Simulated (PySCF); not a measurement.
Molecule: `C#CCP(C)C(F)(F)F`, C5H6F3P.

Bonds (- single, = double, # triple, : aromatic): C1#C2, C2-C3, C3-P4, P4-C5, P4-C6, C6-F7, C6-F8, C6-F9. C1 carries H10; C3 carries H11, H12; C5 carries H13, H14, H15.

Frames of a GFN2-xTB Langevin trajectory at 300 K; GIAO PBE0/pcSseg-1 shieldings in PySCF 2.14, gas phase, non-relativistic; equivalent atoms averaged within each frame.

Referencing at the same level of theory: TMS for 13C (σ = 186.93 ppm) and 1H (σ = 31.72 ppm); 31P (σ = 318.38 ppm) vs H3PO4; 19F (σ = 170.95 ppm) against CFCl3. The references are static minima.

Problem. How do the shifts (ppm) fluctuate along the trajectory?

Solution. 
```tsv
time (fs)	C6	C2	C1	C3	C5	P4	F7/F8/F9	H11/H12	H10	H13/H14/H15
250	144.8	82.8	78.0	17.7	7.7	-45.4	-75.8	3.05	2.34	1.30
425	151.1	84.9	80.7	28.5	3.0	-30.6	-65.1	4.76	2.19	1.56
625	145.3	85.7	81.7	17.2	12.5	-31.1	-77.5	2.75	1.66	1.89
800	145.8	84.5	79.4	19.8	19.8	-21.3	-61.5	2.57	1.14	2.01
1000	139.2	87.8	84.3	18.8	10.7	-40.0	-76.2	3.22	1.59	1.41
mean of frames	145.2	85.1	80.8	20.4	10.7	-33.7	-71.3	3.27	1.79	1.63
standard deviation	4.2	1.8	2.4	4.6	6.2	9.3	7.4	0.87	0.48	0.31
```

5 frames give an uncertainty of the mean of about the standard deviation over 2.2 at best, since frames this close in time may not be independent; classical motion lacks zero-point vibration, and the reference would need the same averaging.
